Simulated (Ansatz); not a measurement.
As5O6⁺, relaxed as a singlet with RKS PBE-D4/def2-SVP in Ansatz, starting from the GFN1-xTB geometry. Force threshold 0.03 eV/Å.

The structure comes from a short search, and lower isomers may exist.

Start:

Cartesian coordinates in Å:
```
As -2.400 -0.848 -1.303
As -0.041 -1.830 0.954
As 0.030 1.635 -1.384
As 0.686 1.268 1.726
As 1.991 0.052 -0.809
O 2.090 0.818 0.766
O -0.098 -0.352 1.845
O -1.708 -1.656 -0.045
O 0.991 -1.381 -0.357
O -1.349 0.369 -1.701
O -0.193 1.925 0.310
```

| step | energy (eV) | largest force component (eV/Å) | SCF passes |
| --- | --- | --- | --- |
| 1 | -316382.3112 | 2.228 | 22 |
| 2 | -316382.6820 | 1.141 | 23 |
| 3 | -316382.7973 | 0.230 | 24 |
| 4 | -316382.8101 | 0.185 | 22 |
| 5 (rejected) | -316382.8089 | 0.225 | 25 |
| 6 | -316382.8162 | 0.055 | 23 |
| 7 | -316382.8169 | 0.044 | 24 |
| 8 | -316382.8172 | 0.041 | 24 |
| 9 | -316382.8173 | 0.044 | 23 |
| 10 | -316382.8176 | 0.008 | 24 |

Force components are those of the run's own axes.

End:

```xyz
11

As   -2.3260   -0.9038   -1.3353
As   -0.0416   -1.8429    0.9639
As    0.0232    1.7107   -1.3953
As    0.6934    1.2944    1.7728
As    2.0061    0.0392   -0.8630
O     2.1318    0.7835    0.7831
O    -0.1144   -0.3412    1.9189
O    -1.7602   -1.6651    0.1051
O     0.8834   -1.3702   -0.5092
O    -1.2272    0.3418   -1.7958
O    -0.2684    1.9535    0.3546
```

By distances, no bond broke or formed. The bond that changes most is As1–O8, from 1.65 to 1.72 Å (atoms count from 1).

No frequencies were taken in this run, so the end may be a saddle point.

Run time 46 s (4 threads of Arm Neoverse V2 on a shared host), peak host memory 0.59 GiB.
